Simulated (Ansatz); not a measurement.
Start from `BC(Cl)BO` and change one atom or group to get `OBCCl`.

Ansatz, PBE0-D4/def2-TZVP geometries, multiplicity 1. Each molecule was computed in one conformer, which needn't be the lowest.

```tsv
property	`BC(Cl)BO`
LUMO energy (PBE/def2-TZVPP) / eV	-2.87
LUMO energy (PBE0/def2-TZVPP) / eV	-1.88
HOMO energy (PBE/def2-TZVPP) / eV	-7.09
LUMO energy (ωB97M-V/def2-TZVPP) / eV	0.06
size of the dipole moment (ωB97M-V/def2-TZVPP) / D	0.90
HOMO–LUMO gap (ωB97M-V/def2-TZVPP) / eV	10.80
```

Task: What does the change do to each property? (Best estimate.)

Result: The calculation gave: 
```json
{"property": "LUMO energy (PBE/def2-TZVPP) / eV", "`OBCCl`": "-1.22", "shift": "1.65"}
{"property": "LUMO energy (PBE0/def2-TZVPP) / eV", "`OBCCl`": "-0.20", "shift": "1.68"}
{"property": "HOMO energy (PBE/def2-TZVPP) / eV", "`OBCCl`": "-7.15", "shift": "-0.06"}
{"property": "LUMO energy (ωB97M-V/def2-TZVPP) / eV", "`OBCCl`": "1.75", "shift": "1.69"}
{"property": "size of the dipole moment (ωB97M-V/def2-TZVPP) / D", "`OBCCl`": "1.12", "shift": "0.22"}
{"property": "HOMO–LUMO gap (ωB97M-V/def2-TZVPP) / eV", "`OBCCl`": "12.59", "shift": "1.79"}
```

With PBE0 the HOMO falls by 0.10 eV and the LUMO rises by 1.68 eV, so the gap widens by about 1.78 eV. PBE moves the HOMO by -0.06 eV and ωB97M-V by -0.10 eV. Dipoles are sizes alone; their direction can turn.
